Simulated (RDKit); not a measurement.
Torsional profile of SMILES [SiH2](C=O)CC(C)(C)C (C6H14OSi), singlet. Scanned: dihedral C2–C5–Si6–C7 and dihedral C5–Si6–C7–O8; all other coordinates were relaxed at GFN2-xTB. Points at φ and −φ are mirror images.

Atom numbering (GFN2-xTB optimised geometry, Å):
```
22

C     -1.4789    -1.6065     0.8692
C     -0.6626    -0.3911     0.4133
C     -0.0125     0.2551     1.6364
C     -1.5958     0.6156    -0.2588
C      0.4141    -0.8692    -0.5739
Si     1.4857     0.4403    -1.4532
C      2.3544     1.5723    -0.1691
O      2.2601     2.7744    -0.1489
H     -2.2366    -1.3090     1.5910
H     -0.8355    -2.3485     1.3375
H     -1.9790    -2.0724     0.0228
H     -0.7718     0.5559     2.3553
H      0.6645    -0.4413     2.1274
H      0.5518     1.1411     1.3522
H     -2.4219     0.8671     0.4031
H     -1.0621     1.5326    -0.4984
H     -2.0065     0.2031    -1.1778
H     -0.0735    -1.4590    -1.3539
H      1.0768    -1.5620    -0.0478
H      0.7377     1.2850    -2.3820
H      2.5796    -0.2593    -2.1418
H      3.0121     1.0759     0.5810
```

Computed with UFF // GFN2-xTB run with RDKit 2026.03.6.

Energy in kJ/mol above the lowest grid point; x is the dihedral C2–C5–Si6–C7 (°), y the dihedral C5–Si6–C7–O8 (°).

```
y \ x  -150  -120   -90   -60   -30     0    30    60    90   120   150  180
-----  ----  ----  ----  ----  ----  ----  ----  ----  ----  ----  ----  ---
180     5.7   8.2   3.4   6.4  23.0  25.1  23.0   6.4   3.4   8.2   5.7  0.8
150    10.8  13.5   9.1  10.9  26.0  30.6  22.3  15.7   7.1  12.9  10.6  5.6
120    10.9  13.9   9.5  12.9  25.4  32.0  24.6  13.8   7.7  14.0  11.7  6.0
90      9.2  11.9   8.6  11.5  24.5  30.2  22.7  11.4   7.1  12.6  10.8  4.8
60      4.3   6.9   6.8  19.0  23.0  34.1  23.7   5.8   2.5   6.9   5.1  0.0
30     10.4  12.7  13.5  36.0  40.2  47.8  43.3  14.8   7.8  12.1  10.1  5.6
0      11.5  14.1  10.9  34.9  49.9  51.5  49.9  34.9  10.9  14.1  11.5  6.8
-30    10.1  12.1   7.8  14.8  43.3  47.8  40.2  36.0  13.5  12.7  10.4  5.6
-60     5.1   6.9   2.5   5.8  23.7  34.1  23.0  19.0   6.8   6.9   4.3  0.0
-90    10.8  12.6   7.1  11.4  22.7  30.2  24.5  11.5   8.6  11.9   9.2  4.8
-120   11.7  14.0   7.7  13.8  24.6  32.0  25.4  12.9   9.5  13.9  10.9  6.0
-150   10.6  12.9   7.1  15.7  22.3  30.6  26.0  10.9   9.1  13.5  10.8  5.6
```

The six lowest points that lie below all their neighbours on the grid: x = 180, y = -60 (0.0 kJ/mol); x = 180, y = 60 (0.0 kJ/mol); x = 180, y = 180 (0.8 kJ/mol); x = -90, y = -60 (2.5 kJ/mol); x = 90, y = 60 (2.5 kJ/mol); x = -90, y = 180 (3.4 kJ/mol). The lowest path on the grid from the first to the second passes x = 180, y = -120 at 6.0 kJ/mol.
